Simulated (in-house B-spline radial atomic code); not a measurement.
Values are calculated unless marked as measured or tabulated.
## Tc in an electron gas of r_s = 1.65: phase shifts, screening and friction

A nucleus sits in a uniform electron gas with a rigid positive background. The Kohn-Sham equations are solved self-consistently in the spin-unpolarised LDA (PW92), non-relativistic, on B-splines with outgoing waves at the boundary and partial waves to l = 8. The model has no lattice, no bands and no magnetic solution. Atomic units; δ_l are the phase shifts at the Fermi level, counted so that each bound state adds π, and good to about 0.0005.

The density parameter is r_s = 1.65 bohr.

| l | δ_l (rad) |
| --- | --- |
| 0 | 11.5205 |
| 1 | 9.0566 |
| 2 | 5.4584 |
| 3 | 0.1599 |
| 4 | 0.0343 |
| 5 | 0.0079 |
| 6 | 0.0019 |
| 7 | 0.0002 |
| 8 | -0.0001 |

Bound levels below the band bottom (hartree): s -17.21, p -14.12, d -8.41, s -1.745, p -0.8662 and deeper ones.

Q: Check the Friedel sum rule, and say where the screening charge sits.

A: k_F = (9π/4)^(1/3)/r_s = 1.16313. The rule is Z = (2/π) Σ (2l + 1) δ_l. The terms are s 7.334, p 17.297, d 17.375, f 0.713 and 0.268 beyond, in all 42.987 against Z = 43. Bound states hold 8 s, 18 p, 10 d electrons, so the scattering states carry 6.99 in all; where a term is smaller than its bound count, the bound level has drawn weight out of the band.

Q: Find the transport cross section and the electronic stopping of a 2 keV Tc ion (mass 97.91 u).

A: σ_tr = (4π/k_F²) Σ (l + 1) sin²(δ_l − δ_(l+1)). The terms for l = 0 to 3 are 0.3931, 0.3888, 2.0822, 0.0628, all together 2.9306, so σ_tr = 9.289 × 2.9306 = 27.221 bohr². With n = 3/(4π r_s³) = 0.05314, the friction coefficient is Q = n k_F σ_tr = 1.6827. For v well below v_F = 1.163, dE/dx = Q v; with 24801 eV per u at v = 1, v = √(2000/(24801 × 97.91)) = 0.0287, so dE/dx = 0.04829 hartree/bohr = 24.8 eV/nm. The largest term couples the d and f waves.
